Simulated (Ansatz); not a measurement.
Mulliken charges of C$_{3}$H$_{4}$Se, SMILES `C=C1C[Se]1` from r2SCAN/def2-TZVPP in Ansatz (PBE0-D4/def2-TZVP geometry).

```json
{"atom": "C1", "x (Å)": "-0.463", "y (Å)": "1.316", "z (Å)": "-0.210", "charge (e)": "-0.229"}
{"atom": "C2", "x (Å)": "-0.123", "y (Å)": "0.046", "z (Å)": "-0.271", "charge (e)": "-0.031"}
{"atom": "C3", "x (Å)": "0.509", "y (Å)": "-1.048", "z (Å)": "0.426", "charge (e)": "-0.084"}
{"atom": "Se4", "x (Å)": "-0.189", "y (Å)": "-1.473", "z (Å)": "-1.388", "charge (e)": "-0.041"}
{"atom": "H5", "x (Å)": "-0.976", "y (Å)": "1.809", "z (Å)": "-1.025", "charge (e)": "0.095"}
{"atom": "H6", "x (Å)": "-0.231", "y (Å)": "1.897", "z (Å)": "0.677", "charge (e)": "0.092"}
{"atom": "H7", "x (Å)": "1.591", "y (Å)": "-1.068", "z (Å)": "0.501", "charge (e)": "0.100"}
{"atom": "H8", "x (Å)": "-0.027", "y (Å)": "-1.537", "z (Å)": "1.233", "charge (e)": "0.100"}
```

**Question.** By hand: the dipole of these point charges (1 e Å = 4.8032 D).

**Answer.** Σ q r = (0.117, -0.068, 0.216) e Å, of length 0.255 e Å = 1.22 D.

**Question.** How does the dipole of the full density compare? (An estimate is asked.)

**Answer.** Ansatz gave: (0.099, 0.083, 0.272) e Å, 1.45 D; the point charges give 0.84 times that, at 33° from its direction.

Point charges leave out the atoms' own dipoles, such as those of lone pairs, and Mulliken's split depends on the basis, so the two needn't agree.
